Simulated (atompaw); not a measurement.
An all-electron radial function and its pseudo partner (Rb)

Columns: radius, all-electron u(r) and pseudo u(r) of the 4s shell (level -33.12 eV) of rubidium in the configuration [Ar] 3d10 4s2 4p6 4d1 5s0 5p0; PBE, scalar-relativistic, PAW (atompaw) scheme, atompaw 4.2.0.5.

| r (bohr) | all-electron | pseudo |
| --- | --- | --- |
| 0.115 | 0.3019 | 0.1922 |
| 0.231 | -0.1048 | 0.3791 |
| 0.346 | -0.4607 | 0.5510 |
| 0.462 | -0.4031 | 0.7050 |
| 0.577 | -0.1181 | 0.8338 |
| 0.692 | 0.2151 | 0.9355 |
| 0.808 | 0.5067 | 1.0089 |
| 0.923 | 0.7199 | 1.0522 |
| 1.038 | 0.8563 | 1.0674 |
| 1.154 | 0.9273 | 1.0566 |
| 1.269 | 0.9459 | 1.0238 |
| 1.385 | 0.9263 | 0.9725 |
| 1.500 | 0.8813 | 0.9084 |
| 1.615 | 0.8204 | 0.8357 |
| 1.731 | 0.7504 | 0.7584 |
| 1.846 | 0.6780 | 0.6814 |
| 1.962 | 0.6055 | 0.6065 |
| 2.077 | 0.5368 | 0.5369 |
| 2.192 | 0.4725 | 0.4725 |
| 2.308 | 0.4130 | 0.4130 |
| 2.423 | 0.3597 | 0.3597 |
| 2.538 | 0.3121 | 0.3121 |
| 2.654 | 0.2694 | 0.2694 |
| 2.769 | 0.2322 | 0.2322 |
| 2.885 | 0.1994 | 0.1994 |
| 3.000 | 0.1711 | 0.1711 |

(1) How many radial nodes do the two functions have?

(2) At about which radius was the pseudo-wave matched?

(3) Is the pseudo-wave norm-conserving?

Answers

(1) The all-electron 4s function has n − l − 1 = 3 (the table is too coarse to show those close to the nucleus); the pseudo-wave has 0, since the states of the same l below it are removed with the core.

(2) 2.15 bohr, where the columns begin to agree (steps of 0.12 bohr).

(3) No, it belongs to a PAW set: the norm inside the radius is not constrained, and the difference is carried by the augmentation charge.
